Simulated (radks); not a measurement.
The numbers below are computed, except where a source is named.
Q: Te II, configuration [Kr] 4d10 5s2 5p3. Code: a radial shooting solver on a logarithmic mesh with Libxc functionals. Model: scalar-relativistic Kohn-Sham, PBE, spin-polarised, spherical densities, finite nucleus; open shells are filled with parallel spins first (spin-orbit coupling, left out, can overturn this in heavy ions); Fermi nuclear charge, rms radius 4.7423 fm. Some entries of the table are withheld. Estimate them.

| orbital | occ. | eigenvalue (hartree) | <1/r> (bohr^-1) |
|---|---|---|---|
| 1s up | 1 | -1162.597 | 55.57 |
| 1s down | 1 | -1162.593 | 55.57 |
| 2s up | 1 | -178.5631 | 12.72 |
| 2s down | 1 | -178.5618 | 12.72 |
| 2p up | 3 | -160.3342 | 12.18 |
| 2p down | 3 | -160.3317 | 12.18 |
| 3s up | 1 | -35.79671 | 4.545 |
| 3s down | 1 | -35.79397 | 4.545 |
| 3p up | 3 | -29.87043 | 4.323 |
| 3p down | 3 | -29.86729 | 4.323 |
| 3d up | 5 | -20.90863 | 4.088 |
| 3d down | 5 | -20.90567 | 4.088 |
| 4s up | 1 | -6.36869 | 1.822 |
| 4s down | 1 | -6.36196 | 1.821 |
| 4p up | 3 | -4.53249 | 1.663 |
| 4p down | 3 | -4.52538 | 1.664 |
| 4d up | 5 | -1.86056 | 1.366 |
| 4d down | 5 | -1.84773 | 1.373 |
| 5s up | 1 | -0.89131 | (1) |
| 5s down | 1 | -0.81087 | (2) |
| 5p up | 3 | -0.53402 | 0.5185 |
| 5p down | 0 | -0.44947 | 0.5149 |

A: 
(1) 5s up <1/r> (bohr^-1): 0.6350
(2) 5s down <1/r> (bohr^-1): 0.6437
